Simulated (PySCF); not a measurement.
A structure optimised at PBE-D3(BJ)/def2-SVP, used in a PySCF frequency run:

```xyz
9

Mo    -0.2508     0.2547     0.0000
N     -0.3480    -1.4678     0.0000
C      0.1514    -2.7965     0.0000
H     -0.1994    -3.3466    -0.9002
H      1.2669    -2.7857     0.0000
H     -0.1994    -3.3466     0.9002
S      1.8430     0.6579     0.0000
F     -1.0163     0.8504     1.5922
F     -1.0163     0.8504    -1.5922
```

Write its SMILES, formula and point group.

C[N]=[Mo]([F])([F])=[S], CH₃F₂MoNS, Cs

What are its rotational constants (standard atomic weights)?

1.9770, 1.6901, 1.4088 GHz
